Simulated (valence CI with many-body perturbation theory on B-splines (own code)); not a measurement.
Hyperfine factors and g values of Ir XXXVII

Calculated by relativistic CI+MBPT: five valence electrons over a frozen Dirac-Fock core [Kr], radial functions for each j: 7 s, 7 p, 8 d, 6 f, 4 g, 1 h, with the one-electron correlation potential Σ1 (screened to all orders), the two-electron term Σ2, the three-electron term Σ3, Breit, model QED; selected single and double excitations, second order for the rest, scaled by the run's own slope (own B-spline code, finite nucleus).

No measured spectrum was set against this ion. As an estimate, large intervals hold to a few tenths of a per cent, small ones and those within an open d or f shell to about a per cent. The list stops below the first excitations out of the core.

A/g_I is the dipole constant over the nuclear g factor μ/I (μ in nuclear magnetons, uniformly magnetised nucleus), B/Q the quadrupole constant per barn. Both hold the static response of the core; the bare values leave it out. Large factors of s and p1/2 electrons are usually good to 5 to 10 %; those of open d and f shells near neutrality can be off by tens of per cent, and small factors of p3/2, d and f electrons come from cancelling terms and can be off by a factor of two or in sign, in half-filled shells by more. B is blank for J = 1/2, where it vanishes, and for nearly pure S terms. Energies count from the lowest level.

Levels are named by their leading jj configuration (3d3/2^4 stands for four electrons in 3d with j = 3/2), which in mixed levels can hold well under half, so a name can repeat and another be missing. Letters in brackets count levels of one name in rising energy.

| Level | E (cm⁻¹) | g | A/g_I (MHz) | A/g_I bare | B/Q (MHz/b) | B/Q bare |
| --- | --- | --- | --- | --- | --- | --- |
| (4d3/2^4 4d5/2) J=5/2 | 0 | 1.331 | 9390 | 10100 | 19300 | 18500 |
| (4d3/2^3 4d5/2^2) J=5/2 [a] | 134180 | 1.341 | 5680 | 6400 | 8220 | 7870 |
| (4d3/2^3 4d5/2^2) J=7/2 [a] | 173590 | 1.165 | 12300 | 12500 | 24100 | 23200 |
| (4d3/2^3 4d5/2^2) J=3/2 [a] | 178060 | 1.179 | 15400 | 15700 | 18800 | 18100 |
| (4d3/2^3 4d5/2^2) J=11/2 | 181860 | 1.112 | 16000 | 16100 | -1080 | -1160 |
| (4d3/2^3 4d5/2^2) J=9/2 | 195440 | 1.141 | 14200 | 14400 | 22800 | 22000 |
| (4d3/2^3 4d5/2^2) J=5/2 [b] | 204940 | 1.136 | 14900 | 15000 | -426 | -381 |
| (4d3/2^3 4d5/2^2) J=1/2 | 213380 | 1.799 | -9400 | -7340 |  |  |
| (4d3/2^3 4d5/2^2) J=7/2 [b] | 220350 | 1.080 | 17600 | 17600 | -25600 | -24600 |
| (4d3/2^3 4d5/2^2) J=3/2 [b] | 269810 | 0.791 | 28600 | 27700 | -23300 | -22400 |
| (4d3/2^2 4d5/2^3) J=5/2 [a] | 306190 | 1.292 | 4900 | 5490 | 1420 | 1370 |
| (4d3/2^2 4d5/2^3) J=7/2 [a] | 332450 | 1.216 | 10400 | 10800 | -1530 | -1480 |
| (4d3/2^2 4d5/2^3) J=11/2 | 337910 | 1.090 | 15800 | 15800 | 515 | 512 |
| (4d3/2^2 4d5/2^3) J=9/2 [a] | 342920 | 1.146 | 13500 | 13700 | -2850 | -2760 |
| (4d3/2^2 4d5/2^3) J=1/2 [a] | 352590 | 0.500 | 44300 | 42600 |  |  |
| (4d3/2^2 4d5/2^3) J=13/2 | 357340 | 1.073 | 17000 | 16900 | -6.34 | 7.64 |
| (4d3/2^2 4d5/2^3) J=3/2 [a] | 360040 | 1.179 | 13100 | 13400 | 673 | 630 |
| (4d3/2^2 4d5/2^3) J=5/2 [b] | 363500 | 1.019 | 19000 | 18800 | -3090 | -2960 |
| (4d3/2^2 4d5/2^3) J=9/2 [b] | 383690 | 1.108 | 15300 | 15400 | 842 | 814 |
| (4d3/2^2 4d5/2^3) J=7/2 [b] | 389680 | 0.987 | 20900 | 20600 | -1160 | -1120 |
| (4d3/2^2 4d5/2^3) J=5/2 [c] | 394010 | 1.050 | 17700 | 17500 | 2970 | 2830 |
| (4d3/2^2 4d5/2^3) J=3/2 [b] | 397490 | 0.852 | 26200 | 25500 | 1960 | 1920 |
| (4d3/2^2 4d5/2^3) J=1/2 [b] | 414560 | 1.782 | -11500 | -9530 |  |  |
| (4d3/2^2 4d5/2^3) J=7/2 [c] | 417100 | 1.040 | 18800 | 18700 | 1380 | 1320 |
| (4d3/2^2 4d5/2^3) J=9/2 [c] | 443400 | 1.105 | 15500 | 15500 | 9250 | 8950 |
| (4d3/2^2 4d5/2^3) J=3/2 [c] | 488570 | 1.188 | 12300 | 12600 | -7300 | -7070 |
| (4d3/2^2 4d5/2^3) J=5/2 [d] | 496080 | 1.246 | 11100 | 11500 | 1800 | 1760 |
| (4d3/2 4d5/2^4) J=5/2 [a] | 510590 | 1.166 | 8240 | 8470 | -4740 | -4510 |
| (4d3/2 4d5/2^4) J=7/2 [a] | 536070 | 1.189 | 11700 | 12000 | -27900 | -26900 |
| (4d3/2 4d5/2^4) J=11/2 | 545210 | 1.072 | 16500 | 16500 | 666 | 779 |
| (4d3/2 4d5/2^4) J=3/2 [a] | 545490 | 0.977 | 17900 | 17600 | -20000 | -19300 |
| (4d3/2 4d5/2^4) J=9/2 | 565640 | 1.116 | 14600 | 14600 | -30000 | -28900 |
| (4d3/2 4d5/2^4) J=5/2 [b] | 579370 | 1.112 | 14800 | 14900 | 4250 | 4100 |
| (4d3/2 4d5/2^4) J=7/2 [b] | 589280 | 1.007 | 18900 | 18600 | 30700 | 29700 |
| (4d3/2 4d5/2^4) J=1/2 | 613200 | 1.238 | -3770 | -3320 |  |  |
| (4d3/2 4d5/2^4) J=3/2 [b] | 664150 | 0.869 | 27700 | 27100 | 29200 | 28100 |
| (4d5/2^5) J=5/2 | 738170 | 1.153 | 11600 | 11800 | -29700 | -28600 |

Question: Take the isotope of mass number 191, with I = 3/2, μ = 0.1502 μN and Q = 0.816 b. What is the hyperfine structure of (4d3/2^3 4d5/2^2) J=7/2 [a]?

Answer: From the table A = 1230 MHz, B = 19600 MHz. Shifts from the centre of gravity in MHz: F = 2: 2200, F = 3: -8110, F = 4: -8790, F = 5: 11400.
